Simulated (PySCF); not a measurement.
**Orbital picture of HBr⁺**

PBE0 at R = 1.457 Å; H cc-pVTZ, Br cc-pVTZ-PP with ECP10; scalar-relativistic core potentials (PySCF 2.14). State: ²Π (doublet), unpaired electrons π ↑. Only the outer orbitals are listed, counted within each symmetry, core potentials removing the inner ones.

| spin | orbital | occ. | ε (eV) | on H (%) | main shells (%) |
| --- | --- | --- | --- | --- | --- |
| α | 4σ | 1 | -33.08 | 6 | 93 Br s |
| α | 5σ | 1 | -21.51 | 28 | 66 Br p, 27 H s |
| α | 3π | 1 | -19.46 | 1 | 99 Br p |
| α | 3π | 1 | -17.99 | 1 | 99 Br p |
| α | 6σ | 0 | -8.24 | 68 | 68 H s, 25 Br p, 10 Br d |
| α | 7σ | 0 | -2.46 | 41 | 42 H s, 35 Br s, 21 Br d |
| α | 4π | 0 | -0.61 | 13 | 86 Br d, 13 H p |
| β | 4σ | 1 | -31.72 | 8 | 91 Br s |
| β | 5σ | 1 | -21.16 | 30 | 63 Br p, 29 H s |
| β | 3π | 1 | -17.55 | 1 | 99 Br p |
| β | 3π | 0 | -14.59 | 1 | 99 Br p |
| β | 6σ | 0 | -7.98 | 67 | 66 H s, 27 Br p, 9 Br d |
| β | 7σ | 0 | -2.05 | 49 | 50 H s, 29 Br s, 20 Br d |

**Question.** Which are the highest filled and the lowest empty level, where do they sit, and how wide is the gap?

**Answer.** Highest filled β 3π at -17.55 eV (in %: 99 Br p); lowest empty β 3π at -14.59 eV (in %: 99 Br p); the gap at PBE0 is 2.96 eV. Both belong to one degenerate shell, split only by its one-sided filling, so this is no excitation gap.

```json
{
  "bond order (Mayer)": "0.96",
  "⟨S²⟩": "0.754",
  "charge on H (Mulliken, basis-dependent)": "0.26",
  "charge on H (Löwdin, basis-dependent)": "-0.04",
  "dipole moment (positive dipole points towards Br; it is taken about the centre of mass and depends on that origin)": "-1.55 D",
  "polarisability along the bond": "17.5 bohr³",
  "polarisability across the bond": "12.2 bohr³"
}
```

Spin–orbit coupling is left out. The state was picked by a PBE0 search and need not be the measured ground state.
